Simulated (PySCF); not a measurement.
One of the candidates below gave these computed data.

All candidates are C6H8F2.

| technique | computed result |
| --- | --- |
| 1H NMR | chemical shifts (computed TMS as zero) by class: 5.96 (1 H), 5.36 (2 H), 3.05 (2 H), 2.65 (2 H), 2.60 (1 H) ppm [GIAO PBE0/pcSseg-1] |
| Triplet | lowest triplet excitation (Tamm–Dancoff): 4.21 eV [TDA PBE0/def2-SVPD] |
| Rotational structure | rotational constants A, B, C: 4.717, 1.195, 1.033 GHz [GFN2-xTB] |
| Dipole | 2.13 D [PBE0/def2-SVPD] |
| UV, first state | lowest singlet excitation: 6.79 eV (183 nm, f = 0.269) [TDDFT PBE0/def2-SVPD] |
| 13C NMR | chemical shifts (computed TMS as zero) by class: 152.5 (1 C), 127.2 (1 C), 117.1 (1 C), 33.8 (1 C), 32.8 (2 C) ppm [GIAO PBE0/pcSseg-1] |
| NMR, other nuclei | isotropic shieldings of nuclei other than C and H, by class: 310 (2 F) ppm [GIAO PBE0/pcSseg-1] |

Electronic properties: PySCF, gas phase, density fitting. Levels stand in brackets. One conformer (not necessarily the lowest) at the GFN2-xTB geometry, without solvent, vibrations or thermal averaging. Each NMR value is the plain mean over a class of atoms that symmetry, rotation or inversion makes alike.

Question: Which candidate is it?
A. `C=C1CC(C(F)F)C1`
B. `CCC1=C(C(F)F)C1`
C. `C=C1C[C@@H](CF)[C@@H]1F`
D. `C#C[C@@H](F)[C@H](C)CF`

Answer: A. It is `C=C1CC(C(F)F)C1`. Numbering: `[CH2:1]=[C:2]1[CH2:3][CH:4]([CH:5]([F:6])[F:7])[CH2:8]1`. Its formula, C6H8F2, gives 2 degrees of unsaturation: 1 ring and 1 π bond in the structure found. 6 carbons fall into 5 classes; from least to most shielded: fully substituted alkene carbon [C2] (152.5 ppm), CHF2 carbon [C5] (127.2 ppm), terminal =CH2 carbon [C1] (117.1 ppm), four-membered-ring carbon [C4] (33.8 ppm), allylic carbon [C3/C8] (32.8 ppm, 2 C). Hydrogen classes from least to most shielded: 1 H on a CHF2 carbon, C5 (5.96 ppm), 2 H on a terminal =CH2 carbon, C1 (5.36 ppm), 2 H on 2 allylic carbons, C3/C8 (3.05 ppm), 2 H on 2 allylic carbons, C3/C8 (2.65 ppm), 1 H on a four-membered-ring carbon, C4 (2.60 ppm). The other shieldings belong to: 310 ppm, fluorine of a CF2 group [F6/F7]. The optimised geometry has point group Cs and is an asymmetric top.

The others, at the same levels:
- `C=C1C[C@@H](CF)[C@@H]1F` fails: it has 6 carbon classes against 5; its computed 13C shifts are 153.5 (1 C), 118.9 (1 C), 91.9 (1 C), 84.8 (1 C), 43.7 (1 C), 25.6 (1 C) ppm, 1H shifts are 5.85 (1 H), 5.61 (1 H), 5.56 (1 H), 4.97 (1 H), 4.71 (1 H), 2.69 (1 H), 2.64 (1 H), 2.37 (1 H) ppm and rotational constant A is 3.141 GHz (against 4.717 GHz).
- `C#C[C@@H](F)[C@H](C)CF` fails: its computed lowest singlet excitation is 6.27 eV (198 nm, f = 0.001) (against 6.79 eV), lowest triplet excitation (Tamm–Dancoff) is 5.29 eV (against 4.21 eV) and rotational constant A is 3.091 GHz (against 4.717 GHz).
- `CCC1=C(C(F)F)C1` fails: it has 6 carbon classes against 5; its computed 13C shifts are 136.1 (1 C), 118.7 (1 C), 112.8 (1 C), 25.7 (1 C), 14.9 (1 C), 13.6 (1 C) ppm, 1H shifts are 6.98 (1 H), 2.68 (2 H), 1.46 (3 H), 1.23 (2 H) ppm and rotational constant A is 2.868 GHz (against 4.717 GHz).

Each candidate is one conformer, not necessarily the lowest. Dipoles, sizes and rotational constants follow the conformer. The torsions of the flexible species, by atom-mapped SMILES:
- `[CH2:1]=[C:2]1[CH2:3][CH:4]([CH:5]([F:6])[F:7])[CH2:8]1`: C3–C4–C5–F6 171°
- `[CH2:1]=[C:2]1[CH2:3][C@@H:4]([CH2:5][F:6])[C@@H:7]1[F:8]`: C3–C4–C5–F6 50°
- `[CH:1]#[C:2][C@@H:3]([F:4])[C@H:5]([CH3:6])[CH2:7][F:8]`: C2–C3–C5–C6 -65°, C3–C5–C7–F8 -67°
- `[CH3:1][CH2:2][C:3]1=[C:4]([CH:5]([F:6])[F:7])[CH2:8]1`: C1–C2–C3–C4 -1°, C3–C4–C5–F6 -103°
